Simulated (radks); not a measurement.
Q: Neutral bismuth, [Hg] 6p3. Method: non-relativistic Kohn-Sham, LDA (Slater exchange, Perdew-Wang correlation), spin-polarised, spherical densities, point nucleus; computed with a radial shooting solver on a logarithmic mesh with Libxc functionals. Every spin shell is full or empty, so the densities are truly spherical. Functionals are evaluated on that one density, not self-consistently. Rank these orbital-free kinetic functionals by their error against the exact value of the orbitals, and give that value: Thomas-Fermi, von Weizsacker, TF + vW, TF + vW/9, TF + vW/5, LC94, APBEK, revAPBEK, Perdew 92, Thakkar, Pearson, LKT, PG1, DePristo-Kress.

A: Exact: 20084.0 hartree. From best to worst, with 100 (|E| - |E exact|)/|E exact| (equal figures are ties): LC94 +0.03, APBEK +0.05, revAPBEK +0.18, DePristo-Kress -0.19, Perdew 92 -0.66, TF + vW/9 -0.67, Thakkar -0.79, Pearson -0.82, TF + vW/5 +2.43, Thomas-Fermi -4.55, PG1 +12.22, LKT +15.68, TF + vW +30.38, von Weizsacker -65.06.
